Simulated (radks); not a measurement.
Values are calculated unless marked as measured or tabulated.
Problem. The cadmium ion Cd3+, configuration [Kr] 4d8 5s1 (not the ground configuration). Level of theory: scalar-relativistic Kohn-Sham, BLYP, spin-unpolarised, spherical densities, point nucleus (a radial shooting solver on a logarithmic mesh with Libxc functionals). Some entries of the table are withheld. Estimate them.

orbital,occ.,eigenvalue (eV),<1/r> (bohr^-1)
1s,2,-26572.75,50.64
2s,2,-3981.626,11.52
2p,6,(1),11.11
3s,2,-776.3362,4.062
3p,6,-643.7710,3.870
3d,10,-436.2749,3.643
4s,2,-146.9609,1.588
4p,6,-107.5198,1.439
4d,8,(2),1.136
5s,1,-34.4463,0.5823

Solution. 
(1) 2p eigenvalue (eV): -3577.382
(2) 4d eigenvalue (eV): -50.3259
